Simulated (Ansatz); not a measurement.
Be₂F₃. Total charge 0; doublet. Geometry r2SCAN-D4/def2-TZVP.

```xyz
5

Be    0.7061   -1.3233   -0.5686
Be   -0.2645    0.4966    0.2130
F     0.8014   -0.5007    0.7714
F    -0.3684   -0.3120   -1.1203
F    -0.8745    1.6394    0.7044
```

HSE06 is defined as in plane-wave codes, on full-range PBE exchange. The structure comes from a short search, and lower isomers may exist.

Q: Estimate the α-spin orbital energies around the gap (eV) in Ansatz with PBE-D4/def2-TZVP, r2SCAN-D4/def2-TZVP, PBE0-D4/def2-SVP, PBE0-D4/def2-TZVPD, HSE06-D4/def2-TZVP.

A: 
```
orbital  PBE-D4/def2-TZVP  r2SCAN-D4/def2-TZVP  PBE0-D4/def2-SVP  PBE0-D4/def2-TZVPD  HSE06-D4/def2-TZVP
 HOMO−9            -13.84               -14.38            -16.20              -16.17              -15.73
 HOMO−8            -13.22               -13.73            -15.52              -15.40              -14.97
 HOMO−7            -13.06               -13.55            -15.29              -15.19              -14.76
 HOMO−6            -12.32               -12.82            -14.56              -14.46              -14.03
 HOMO−5            -11.22               -11.74            -13.40              -13.36              -12.93
 HOMO−4            -11.09               -11.59            -13.29              -13.24              -12.79
 HOMO−3            -10.78               -11.25            -12.91              -12.93              -12.49
 HOMO−2             -9.56               -10.02            -11.60              -11.60              -11.15
 HOMO−1             -9.38                -9.84            -11.47              -11.47              -11.01
   HOMO             -4.89                -5.11             -5.89               -5.90               -5.50
   LUMO             -1.82                -1.60             -1.04               -1.09               -1.36
 LUMO+1             -0.89                -0.31              0.10               -0.29               -0.54
 LUMO+2             -0.10                 0.30              0.81                0.07                0.30
 LUMO+3              0.18                 0.76              0.97                0.66                0.71
 LUMO+4              0.76                 1.66              2.52                0.73                0.92
 LUMO+5              1.86                 2.43              3.11                1.21                2.22
 β HOMO             -9.38                -9.84            -11.47              -11.47              -11.01
 β LUMO             -2.68                -2.35             -1.88               -1.86               -2.19
```
